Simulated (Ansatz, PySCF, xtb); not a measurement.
Noncovalent pair: CH4 (SMILES C) (first 5 atoms) with CH6Si (SMILES C[SiH3]); geometry from B3LYP-D3(BJ)/def2-TZVP, rigid monomers moved along the line of their centres of mass till C1···Si7 is 4.48 Å.
(charge 0, multiplicity 1):
```xyz
13

C     -0.0819     0.0014    -0.3131
H     -1.0374    -0.0953     0.2006
H      0.3018     1.0128    -0.1849
H      0.6276    -0.7111     0.1046
H     -0.2193    -0.2010    -1.3743
C     -0.1554     1.2677     3.9996
Si     0.1871    -0.5726     4.1187
H     -0.2780     1.5730     2.9596
H      0.6663     1.8445     4.4280
H     -1.0677     1.5279     4.5394
H     -0.9287    -1.3532     3.5313
H      0.3439    -0.9809     5.5365
H      1.4329    -0.9230     3.3947
```

Counterpoise-corrected where a basis set is named; no monomer relaxation.

Frozen-core correlation. Rows in 6-31G* carry no dispersion term and start afresh at each structure (6-31G* with six Cartesian d functions). MP2/6-31G* freezes PySCF's default core.

The values were computed with Ansatz (Gaussian basis) for Hartree–Fock, density functionals and correlated methods; PySCF for 6-31G* rows; xtb for the GFN methods. 

Question: What is the computed interaction energy (GFN1-xTB)?

Answer: -3 kJ/mol

Ansatz is a quantum-chemistry and plane-wave program.
